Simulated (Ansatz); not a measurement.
AlSi13PH24, a doped nanocrystal cut from the lattice of silicon (Al and P 4.5 A apart). Charge 0, multiplicity 1. Geometry PBE-D4/def2-SVP.

```tsv
atom	x (Å)	y (Å)	z (Å)
Al1	1.2659	-0.2280	-0.2223
P2	-2.0014	-0.3155	2.9029
Si3	-1.1611	-0.1835	-0.7435
Si4	-1.7454	3.0295	1.2718
Si5	2.3685	-2.2704	-3.9216
Si6	2.2390	1.0785	-2.0592
Si7	1.4094	0.9322	1.9524
Si8	1.8158	-2.6188	-0.1348
Si9	-2.3987	-1.3468	0.8747
Si10	1.2401	-3.4910	-2.2471
Si11	-2.8951	1.8010	2.9135
Si12	-2.1414	1.9567	-0.7904
Si13	0.5064	3.1080	1.9664
Si14	1.6099	-0.0393	-4.0351
Si15	0.2013	-0.2405	3.5876
H16	-1.6308	-0.8833	-2.0015
H17	-2.3897	4.3954	1.3328
H18	2.2122	-2.9524	-5.2605
H19	3.8431	-2.2598	-3.5948
H20	1.7146	2.4991	-2.1194
H21	3.7484	1.1720	-2.0508
H22	-2.7261	-1.0377	3.9025
H23	2.7631	1.0323	2.6261
H24	1.0337	-3.3768	0.9214
H25	3.2743	-2.9380	0.1065
H26	-3.9085	-1.3196	0.8552
H27	-1.9567	-2.7574	1.1597
H28	-0.2460	-3.3266	-2.4667
H29	1.5492	-4.9626	-2.3977
H30	-4.3612	1.5696	2.6602
H31	-2.7003	2.2613	4.3340
H32	-3.6351	1.9710	-1.0155
H33	-1.4941	2.7977	-1.8612
H34	1.2543	3.9710	0.9811
H35	0.5362	3.7918	3.3135
H36	0.1025	-0.0616	-4.1383
H37	2.1336	0.6091	-5.2954
H38	0.5334	-1.7033	3.7201
H39	0.0368	0.3367	4.9732
```

Single mean-field runs in def2-TZVP are fitted with def2-universal-jkfit. Another isomer (singlet) lies 0.59 eV lower at PBE0-D4/def2-TZVP; other spin states weren't run for this one.

Task: Estimate the orbital energies around the gap (eV) in Ansatz with HF/STO-3G, PBE-D4/def2-SVP, PBE-D4/def2-TZVP, PBE0-D4/def2-SVP, r2SCAN0-D4/def2-TZVP.

Result: 
| orbital | HF/STO-3G | PBE-D4/def2-SVP | PBE-D4/def2-TZVP | PBE0-D4/def2-SVP | r2SCAN0-D4/def2-TZVP |
| --- | --- | --- | --- | --- | --- |
| HOMO−5 | -7.56 | -6.97 | -6.96 | -8.04 | -8.13 |
| HOMO−4 | -7.32 | -6.63 | -6.64 | -7.73 | -7.86 |
| HOMO−3 | -6.43 | -6.15 | -6.15 | -7.18 | -7.28 |
| HOMO−2 | -6.07 | -5.97 | -5.98 | -6.94 | -7.04 |
| HOMO−1 | -5.45 | -5.61 | -5.61 | -6.54 | -6.62 |
| HOMO | -5.37 | -5.54 | -5.55 | -6.49 | -6.57 |
| LUMO | 7.54 | -2.46 | -2.60 | -1.77 | -1.81 |
| LUMO+1 | 8.72 | -2.13 | -2.31 | -1.39 | -1.45 |
| LUMO+2 | 8.91 | -1.97 | -2.12 | -1.29 | -1.33 |
| LUMO+3 | 9.07 | -1.86 | -2.04 | -1.13 | -1.21 |
| LUMO+4 | 9.26 | -1.49 | -1.84 | -0.72 | -0.98 |
| LUMO+5 | 9.42 | -1.43 | -1.75 | -0.67 | -0.87 |
